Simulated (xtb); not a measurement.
FH3HfS3, SMILES [F][Hf]([SH])([SH])[SH], multiplicity 1. All values are semi-empirical tight-binding results from xtb (GFN2-xTB unless named), good for trends rather than for accurate numbers. Coordinates come from a GFN2-xTB optimisation. The multiplicity is an assumed one; no other spin state was optimised. The structure was generated by enumeration; whether it is a known compound was not checked. The values are those of a single conformer.

The geometry has at least one imaginary mode, so it is a saddle point at that level.

For metal compounds this method's bond lengths and energies can be far off.

Computed properties:
```
Item          Result
-----------  -------
orbital gap  2.29 eV
```
